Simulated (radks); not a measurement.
Question: Species: the silver ion Ag+. Configuration: [Ar] 3d10 4s2 4p5.75 4d10 5p0.25 (fractional occupations, a model configuration). All-electron calculation, scalar-relativistic Kohn-Sham, LDA (Slater exchange, Perdew-Wang correlation), spin-unpolarised, spherical densities, finite nucleus; Fermi nuclear charge, rms radius 4.5454 fm. Program: a radial shooting solver on a logarithmic mesh with Libxc functionals. Some entries of the table are withheld. Estimate them.

| orbital | occ. | eigenvalue (eV) | r(max) (bohr) |
|---|---|---|---|
| 1s | 2 | -25308.48 | 0.02018 |
| 2s | 2 | -3736.050 | 0.1141 |
| 2p | 6 | -3354.580 | (1) |
| 3s | 2 | -692.8971 | 0.3330 |
| 3p | 6 | -567.5681 | 0.3261 |
| 3d | 10 | -369.2269 | 0.2735 |
| 4s | 2 | -105.2107 | 0.8210 |
| 4p | 5.75 | (2) | 0.8748 |
| 4d | 10 | (3) | 1.032 |
| 5p | 0.25 | -7.0266 | (4) |

Answer: 
(1) 2p r(max) (bohr): 0.09115
(2) 4p eigenvalue (eV): -68.7582
(3) 4d eigenvalue (eV): -17.3826
(4) 5p r(max) (bohr): 2.958
